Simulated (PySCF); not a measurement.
**Broadened absorption spectrum of CH9N3O2Si3**

CH9N3O2Si3.
SMILES: `O=C(O)[SiH]1N[SiH2]N[SiH2]N1`

Method: TDDFT wB97X-D/def2-SVPD, vertical, gas phase, core orbitals frozen in the response (PySCF). Isolated species at its PBE0-D3(BJ)/def2-SVP geometry (one conformer only).

Computed states:

```csv
state,E (eV),f
S1,5.11,0.0032
S2,6.26,0.012
S3,6.51,0.0003
S4,6.74,0.019
S5,6.92,0.0020
S6,7.04,0.0017
S7,7.10,0.021
S8,7.30,0.056
S9,7.50,0.024
S10,7.52,0.010
```

Each state is given a Gaussian of 0.3 eV full width at half maximum, with ε(max) = 2.175×10⁸ f / Δν̃ (Δν̃ the width in cm⁻¹). The width is an assumption, not a result. The curve ends short of the highest state used, and states not computed would add to its high-energy end.

(1) What does the envelope look like, and where are its maxima?

(2) Coming from long wavelengths, where does ε first pass 100 L mol⁻¹ cm⁻¹?

(3) On this curve, what absorbance would a 10⁻³ mol/L sample give at 193 nm over a 1 cm path?

Results:

(1) 
```json
{"E (eV)": "4.66", "ε (L mol⁻¹ cm⁻¹)": "1"}
{"E (eV)": "4.71", "ε (L mol⁻¹ cm⁻¹)": "2"}
{"E (eV)": "4.76", "ε (L mol⁻¹ cm⁻¹)": "7"}
{"E (eV)": "4.81", "ε (L mol⁻¹ cm⁻¹)": "19"}
{"E (eV)": "4.87", "ε (L mol⁻¹ cm⁻¹)": "52"}
{"E (eV)": "4.92", "ε (L mol⁻¹ cm⁻¹)": "99"}
{"E (eV)": "4.97", "ε (L mol⁻¹ cm⁻¹)": "164"}
{"E (eV)": "5.02", "ε (L mol⁻¹ cm⁻¹)": "231"}
{"E (eV)": "5.08", "ε (L mol⁻¹ cm⁻¹)": "284"}
{"E (eV)": "5.13", "ε (L mol⁻¹ cm⁻¹)": "285"}
{"E (eV)": "5.18", "ε (L mol⁻¹ cm⁻¹)": "246"}
{"E (eV)": "5.24", "ε (L mol⁻¹ cm⁻¹)": "168"}
{"E (eV)": "5.29", "ε (L mol⁻¹ cm⁻¹)": "103"}
{"E (eV)": "5.34", "ε (L mol⁻¹ cm⁻¹)": "54"}
{"E (eV)": "5.39", "ε (L mol⁻¹ cm⁻¹)": "24"}
{"E (eV)": "5.45", "ε (L mol⁻¹ cm⁻¹)": "8"}
{"E (eV)": "5.50", "ε (L mol⁻¹ cm⁻¹)": "2"}
{"E (eV)": "5.55", "ε (L mol⁻¹ cm⁻¹)": "1"}
{"E (eV)": "5.60", "ε (L mol⁻¹ cm⁻¹)": "0"}
{"E (eV)": "5.66", "ε (L mol⁻¹ cm⁻¹)": "0"}
{"E (eV)": "5.71", "ε (L mol⁻¹ cm⁻¹)": "0"}
{"E (eV)": "5.76", "ε (L mol⁻¹ cm⁻¹)": "0"}
{"E (eV)": "5.81", "ε (L mol⁻¹ cm⁻¹)": "2"}
{"E (eV)": "5.87", "ε (L mol⁻¹ cm⁻¹)": "10"}
{"E (eV)": "5.92", "ε (L mol⁻¹ cm⁻¹)": "30"}
{"E (eV)": "5.97", "ε (L mol⁻¹ cm⁻¹)": "80"}
{"E (eV)": "6.02", "ε (L mol⁻¹ cm⁻¹)": "180"}
{"E (eV)": "6.08", "ε (L mol⁻¹ cm⁻¹)": "390"}
{"E (eV)": "6.13", "ε (L mol⁻¹ cm⁻¹)": "627"}
{"E (eV)": "6.18", "ε (L mol⁻¹ cm⁻¹)": "865"}
{"E (eV)": "6.24", "ε (L mol⁻¹ cm⁻¹)": "1039"}
{"E (eV)": "6.29", "ε (L mol⁻¹ cm⁻¹)": "1026"}
{"E (eV)": "6.34", "ε (L mol⁻¹ cm⁻¹)": "880"}
{"E (eV)": "6.39", "ε (L mol⁻¹ cm⁻¹)": "677"}
{"E (eV)": "6.45", "ε (L mol⁻¹ cm⁻¹)": "500"}
{"E (eV)": "6.50", "ε (L mol⁻¹ cm⁻¹)": "506"}
{"E (eV)": "6.55", "ε (L mol⁻¹ cm⁻¹)": "688"}
{"E (eV)": "6.60", "ε (L mol⁻¹ cm⁻¹)": "1017"}
{"E (eV)": "6.66", "ε (L mol⁻¹ cm⁻¹)": "1471"}
{"E (eV)": "6.71", "ε (L mol⁻¹ cm⁻¹)": "1745"}
{"E (eV)": "6.76", "ε (L mol⁻¹ cm⁻¹)": "1828"}
{"E (eV)": "6.81", "ε (L mol⁻¹ cm⁻¹)": "1741"}
{"E (eV)": "6.87", "ε (L mol⁻¹ cm⁻¹)": "1599"}
{"E (eV)": "6.92", "ε (L mol⁻¹ cm⁻¹)": "1636"}
```

Maxima: 243 nm (5.11 eV), ε about 290, made up of S1 (100%); 198 nm (6.26 eV), ε about 1100, made up of S2 (99%); 184 nm (6.76 eV), ε about 1800, made up of S4 (92%) (ε in L mol⁻¹ cm⁻¹; maxima over ε = 5, shares over 10%). At its high-energy end, 6.92 eV, the curve is still rising (ε about 1600, from S4, S5 and S7).

(2) At about 252 nm (4.92 eV), 0.19 eV below S1.

(3) 193 nm is 6.424 eV, where ε is about 560 L mol⁻¹ cm⁻¹, so A = ε c l ≈ 0.56 (Beer–Lambert, with the gas-phase spectrum and the assumed width).

The vertical ionisation energy (ΔSCF) is 9.40 eV, 1.88 eV above S10.

Time: 19 min; peak memory 1.3 GiB. Hardware: Intel Xeon at 2.70 GHz, one thread, no GPU, on a shared host.
